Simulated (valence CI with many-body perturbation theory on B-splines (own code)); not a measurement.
Values are calculated unless marked as measured or tabulated.
## Sensitivity of CI+MBPT for Zr⁸⁺

Level of theory: configuration interaction combined with many-body perturbation theory (CI+MBPT): four valence electrons over a frozen Dirac-Fock core [Ar] 3d10, a basis of 6 s, 6 p, 5 d, 3 f, 1 g functions for each j, with the one-electron correlation potential Σ1 (screened to all orders), the two-electron term Σ2, the three-electron term Σ3, Breit, model QED; selected single and double excitations, second order for the rest, scaled by the run's own slope (own B-spline code, finite nucleus).

No measured levels were compared; by estimate levels hold to about 250 cm⁻¹ or 0.2 % of their energy and the worst to 1 %, as in measured heavy ions of charge 2 to 7; those with d or f electrons hold less well.

The reference run has the lowest level 4s²4p² ³P_0 and an ionisation energy of 153.363 eV. Its largest variational space holds 10003 state functions.

Names give the largest LS component (configuration and term), which can be under half, so a name can repeat, a term be missing and a line seem to break the LS rules; names also repeat where a configuration has a term twice.

Changed runs:
A. size limit of the variational space 10000 → 3000; second order for the rest on → off; scale of Σ1 1 → 0; scale of Σ2 1 → 0; three-electron term on → off
B. Breit term on → off; QED terms on → off
C. correlating orbitals by l 3 3 3 2 1 → 6 6 3 4 2; hole-hole ladder in Σ2 on → off
D. logarithmic knot step 0.27 → 0.8 (bad on purpose)

Excitation energies of the reference run in cm⁻¹, and shifts in cm⁻¹:

```tsv
Level	Reference	A	B	C	D
4s²4p² ³P_1	11325	-369	+219	-0.7	-65
4s²4p² ³P_2	18990	-311	+287	+0.6	-82
4s²4p² ¹D_2	39900	-412	+459	+2.2	-135
4s²4p² ¹S_0	66922	-104	+446	+25	-139
4s4p³ ⁵S°_2	163172	-4340	+633	-31	-806
4s4p³ ³D°_1	207733	-2609	+593	-11	-754
4s4p³ ³D°_2	208121	-2490	+620	-12	-762
4s4p³ ³D°_3	212445	-2667	+743	-15	-793
4s4p³ ³P°_0	235469	-2281	+700	+7.1	-793
4s4p³ ³P°_1	236937	-2042	+751	+5.7	-803
4s4p³ ³P°_2	238758	-1920	+792	+4.0	-804
4s4p³ ¹D°_2	264628	-542	+832	+4.9	-712
Ionisation energy (eV)	153.363	-0.742	+0.074	-0.0046	+0.018
```
